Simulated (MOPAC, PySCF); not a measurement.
Pair of molecules: CH4 (SMILES C) (first 5 atoms) with CH2O (SMILES C=O); geometry from B3LYP-D3(BJ)/def2-TZVP, rigid monomers moved along the line of their centres of mass till H3···O7 is 3.03 Å.
(charge 0, multiplicity 1):
```xyz
9

C     -0.02331    -0.00316     0.11219
H     -0.92380    -0.61667     0.13499
H      0.61089    -0.24875     0.96280
H      0.51752    -0.19592    -0.81339
H     -0.30089     1.05004     0.15171
C     -0.22228     0.05252     4.17901
O      0.88243    -0.36741     3.97401
H     -0.61234     0.19633     5.20498
H     -0.90949     0.31849     3.35360
```

Monomers are frozen at their geometry in the pair; levels with a basis set take the counterpoise correction. Rows marked so take none.

Rows in 3-21G carry no dispersion term and start afresh at each structure. The state reached by PM3, PM7 isn't checked; PM7 holds dispersion and hydrogen-bond terms.

The values were computed with MOPAC for PM3, PM7 (differences of heats of formation); PySCF for 3-21G rows. 

Task: One of these levels gives -24.5 meV for the interaction energy. Which one is it?
A. PM3
B. PM7
C. HF/3-21G (no counterpoise)

Result: B, PM7. The others give -7.4 (PM3), -41.0 (HF/3-21G (no counterpoise))
